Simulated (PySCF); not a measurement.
Zero-point energy (kcal/mol) of eight silicon and germanium compounds: PBE-D3(BJ) beside B3LYP-D3(BJ), computed with PySCF for isolated molecules in the bases named; differences from unrounded values. The eight are the first of their class met in an unordered collection, after screening for sound electronic states; none was chosen by its value. Each level has its own optimised geometry.

```tsv
molecule	basis	B3LYP-D3(BJ)	PBE-D3(BJ)	difference
CH9FN2Si2, SMILES CN[Si@H](N[SiH3])F	def2-SVP	68.12	66.16	-1.96
N-methyl-N-silylpropan-2-amine (C4H13NSi), SMILES CC(C)N(C)[SiH3]	def2-SVP	102.31	99.45	-2.85
C2H4Cl2Si2, SMILES C#C[Si]([SiH3])(Cl)Cl	def2-SVP	30.31	29.34	-0.98
C2H5FOSi2, SMILES O=C1C[SiH2][Si@@H]1F	def2-SVP	40.21	38.91	-1.30
C2H6N2OSi, SMILES C[Si@@H](N)N=C=O	def2-SVP	53.69	52.32	-1.38
germylmethylsilane (CH8GeSi), SMILES [SiH3][CH2][GeH3]	def2-SVP	46.88	45.58	-1.30
C₂H₅FSi₂, SMILES C#C[Si@@H](F)[SiH3]	def2-SVP	35.08	33.91	-1.16
GeF₂Cl₂, SMILES [F][Ge]([F])([Cl])[Cl]	def2-SVP	4.82	4.66	-0.16
```

PBE-D3(BJ) lies below B3LYP-D3(BJ) in 8 and above it in 0 of the eight; the mean signed difference is -1.39 and the largest -2.85 kcal/mol.
